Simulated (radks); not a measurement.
Spherical quantum dot in the effective-mass picture: electrons in a hard-walled sphere of radius 9.47, with a point charge +1 (a donor) at the centre, all in effective atomic units (hartree* = m*/eps^2 hartree, bohr* = eps/m* bohr), one dielectric constant everywhere. Method: non-relativistic Kohn-Sham, LDA (Slater exchange, Perdew-Wang correlation), spin-polarised, spherical densities; computed with a radial shooting solver with Libxc functionals. Levels are named by radial order and angular momentum (1s, 1p, 1d, 2s, ...), and open shells are averaged over m. Results are scaled to m* = 0.343 and eps = 11.5, for which hartree* = 70.57 meV and bohr* = 1.774 nm.

N = 22, configuration 1s2 1p6 1d10 2s(up 1, down 0) 1f(up 3, down 0). This is the lowest configuration that the search found. Occupied and some empty levels:

level    occupation  eigenvalue (meV)  <r> (nm)
1s up             1            187.04     11.76
1s down           1            188.07     12.50
1p up             3            188.80     12.72
1p down           3            189.66     12.71
2s up             1            190.91     3.842
1d up             5            191.74     12.89
1d down           5            192.61     12.88
1f up             3            195.98     13.05
1f down           0            196.85     13.04
2s down           0            200.41     4.336
1g up             0            201.43     13.21
1g down           0            202.31     13.20
2p up             0            211.94     8.289
2p down           0            213.15     8.609
2d up             0            220.18     9.605
2d down           0            220.87     9.666

Energy (meV): total 2059.30, kinetic 392.34, external -277.42, Hartree 2241.6, exchange-correlation -297.21.

Electron density:

r (nm)  n(r) (e/nm^3)
0.925         0.01856
1.76         0.007286
2.59         0.002936
3.43         0.001221
4.26        0.0005398
5.10        0.0002755
5.93        0.0001934
6.77        0.0002060
7.60        0.0002882
8.44        0.0004427
9.27        0.0006805
10.1         0.001010
10.9         0.001413
11.8         0.001826
12.6         0.002116
13.4         0.002112
14.3         0.001699
15.1        0.0009712
16.0        0.0002795
16.8        6.077e-07
